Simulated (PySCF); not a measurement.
# SMILES FC(F)(F)c1cc[cH-]c1, [C6H4F3]-, charge -1

Molfile (atoms numbered from 1):
```
C6H4F3
     RDKit          3D

 13 13  0  0  0  0  0  0  0  0999 V2000
    2.2832    1.4690    0.3009 F   0  0  0  0  0  0  0  0  0  0  0  0
    1.8715    0.2175   -0.0173 C   0  0  0  0  0  0  0  0  0  0  0  0
    2.5441   -0.6214    0.8134 F   0  0  0  0  0  0  0  0  0  0  0  0
    2.4437   -0.0176   -1.2399 F   0  0  0  0  0  0  0  0  0  0  0  0
    0.4215    0.0551    0.0337 C   0  0  0  0  0  0  0  0  0  0  0  0
   -0.5344    1.0862   -0.1438 C   0  0  0  0  0  0  0  0  0  0  0  0
   -1.8060    0.4973   -0.1009 C   0  0  0  0  0  0  0  0  0  0  0  0
   -1.6433   -0.8965    0.0986 C   0  0  0  0  0  0  0  0  0  0  0  0
   -0.2710   -1.1732    0.1774 C   0  0  0  0  0  0  0  0  0  0  0  0
   -0.3058    2.1455   -0.2787 H   0  0  0  0  0  0  0  0  0  0  0  0
   -2.7590    1.0267   -0.1925 H   0  0  0  0  0  0  0  0  0  0  0  0
   -2.4493   -1.6308    0.1880 H   0  0  0  0  0  0  0  0  0  0  0  0
    0.1925   -2.1502    0.3321 H   0  0  0  0  0  0  0  0  0  0  0  0
  1  2  1  0
  2  3  1  0
  2  4  1  0
  2  5  1  0
  5  6  1  0
  6  7  2  0
  7  8  1  0
  8  9  1  0
  9  5  2  0
  6 10  1  0
  7 11  1  0
  8 12  1  0
  9 13  1  0
M  CHG  1   8  -1
M  END
```

Theory: quadratic response CAM-B3LYP/aug-cc-pVDZ first hyperpolarisability, Taylor convention, gas phase in PySCF. Geometry: PBE0-D3(BJ)/def2-SVP.

For a gas-phase anion, states above the detachment energy (about 2.2 eV, taken as minus the energy of the highest occupied orbital) lie in the continuum and depend on the basis.

(1) Give the tensor of the second harmonic β(−2ω;ω,ω) at 1907 nm in the axes of these coordinates.

## Answers

(1) In au, Taylor convention; rows are the first index (the induced dipole):
|  | xx | yy | zz | xy | xz | yz |
| --- | --- | --- | --- | --- | --- | --- |
| x | +76.1 | +87.1 | +270.5 | -2.9 | +1.6 | +27.0 |
| y | -2.7 | +28.7 | +23.6 | +84.2 | +30.6 | +14.0 |
| z | +0.3 | +13.6 | -2.9 | +30.6 | +293.0 | +26.2 |

Norm of βᵢ = ⅓ Σⱼ (βᵢⱼⱼ + βⱼᵢⱼ + βⱼⱼᵢ): 449.8 au, hyper-Rayleigh value 204.4 au.
